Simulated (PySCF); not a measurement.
Species: [CrO3Br]- (charge -1 and singlet state).
Z-matrix (Å and degrees, PBE0-D3(BJ)/def2-SVP geometry), rows numbered from 1:
```
Cr
O   1  1.5672
O   1  1.5668  2  111.37
O   1  1.5676  2  111.26  3  -124.79
Br  1  2.3863  2  107.68  3   117.18
```

Method used: PBE0-D3(BJ)/def2-SVP geometry optimisation, gas phase in PySCF.

Masses are those of the commonest isotopes; rigid-rotor values at the optimised geometry. 

(1) What are A, B and C (GHz)?

(2) Classify the top.

(3) Where do the R-branch lines fall?

Answers

(1) Ia = 107.11, Ib = 360.28, Ic = 360.34 u·Å²; 505379 MHz·u·Å²/I gives 4718, 1403 and 1403 MHz, that is A = 4.7181, B = 1.4027, C = 1.4025 GHz.

(2) A prolate symmetric top, as the point group C3v requires two equal moments. Ray's parameter κ = (2B − A − C)/(A − C) = -1.000; −1 is the prolate and +1 the oblate limit.

(3) The dipole of 2.80 D (about the centre of mass, as the species is charged) lies along the symmetry axis, so ΔK = 0 and J+1 ← J falls at 2B(J+1) for every K: 2.81 GHz, 5.61 GHz, 8.42 GHz, 11.22 GHz, 14.03 GHz for J = 0 to 4.

Not checked by PBE0-D3(BJ)/def2-SVP frequencies. The geometry's basis has no diffuse functions, a weakness for an anion. Constants of a rigid frame at the computed geometry: no zero-point averaging, no centrifugal distortion.
